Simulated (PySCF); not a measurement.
boric acid (BH₃O₃), SMILES OB(O)O. Atoms are numbered in the order given.

```xyz
7

O     -0.6333     1.2342     0.0000
B     -0.0315     0.0090     0.0000
O      1.3487    -0.0424     0.0000
O     -0.8635    -1.0821     0.0000
H      0.0260     1.9416     0.0000
H      1.7273    -0.9305     0.0000
H     -0.4104    -1.9336     0.0000
```

The structure is a stationary point at TPSSh-D3(BJ)/def2-SVP. One conformer was computed; it need not be the lowest.

The numbers are results of PBE/def2-TZVPD (PySCF), not measurements.

Symmetry labels are those of the subgroup Cs that the program uses (full group Cs).

Problem. List the valence orbital energies around the gap with their symmetry. (An estimate is asked for; the answer gives what the named calculation found.)

Solution. 
```
orbital  symmetry  energy (eV)
-------  --------  -----------
HOMO−7         A'       -13.90
HOMO−6         A'       -12.13
HOMO−5         A'       -10.38
HOMO−4         A"        -9.91
HOMO−3         A'        -8.81
HOMO−2         A'        -8.28
HOMO−1         A"        -7.79
HOMO           A"        -7.55
LUMO           A'        -1.28
LUMO+1         A'         0.02
LUMO+2         A'         0.41
LUMO+3         A"         1.13
```
